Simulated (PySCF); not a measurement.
SMILES B(OC)([SeH])[SeH] (CH₅BOSe₂) (CAM-B3LYP/def2-SVP optimised geometry):

```
10

B     -0.424     0.249     0.000
O     -1.217    -0.833     0.000
C     -0.821    -2.182     0.003
H     -0.228    -2.423     0.900
H     -1.727    -2.802     0.004
H     -0.229    -2.426    -0.894
Se     1.540     0.249     0.000
H      1.727    -1.207     0.000
Se    -1.372     1.964     0.000
H     -0.166     2.802    -0.001
```

Computed with CAM-B3LYP/def2-TZVP (PySCF).

### Question
What are the frontier orbital energies and the dipole moment?

### Answer
HOMO-2 -9.60 eV, HOMO-1 -8.98 eV, HOMO -8.09 eV, LUMO 0.93 eV, LUMO+1 1.03 eV; dipole moment 2.46 D.

On the same geometry PBE/def2-TZVP (PySCF 2.14.0) gives HOMO-2 -7.08 eV, HOMO-1 -6.44 eV, HOMO -5.73 eV, LUMO -0.97 eV, LUMO+1 -0.91 eV; dipole moment 2.26 D.

Meta-Löwdin charges at CAM-B3LYP/def2-TZVP: B1 0.08, O2 -0.36, C3 -0.11, H4 0.11, H5 0.13, H6 0.11, Se7 -0.06, H8 0.06, Se9 -0.03, H10 0.06.
